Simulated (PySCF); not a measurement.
**Electron correlation in C(3+) (carbon, charge +3)**

[He] 2s1, 2S determinant. All numbers are calculated (PySCF 2.14, scalar relativity by spin-free X2C-1e, in aug-cc-pCVQZ-DK). Frozen: nothing; 3 electrons correlated.

MP2 pair energies summed by pair of shells (mhartree):

```
 pair  energy  share (%)
1s-1s  -40.10       88.5
1s-2s   -5.23       11.5
```

Total MP2 correlation energy: -45.32 mhartree.

Same-spin part -1.29 and opposite-spin part -44.03 mhartree; SCS-MP2 scales them by 1/3 and 6/5 to -53.27 mhartree.
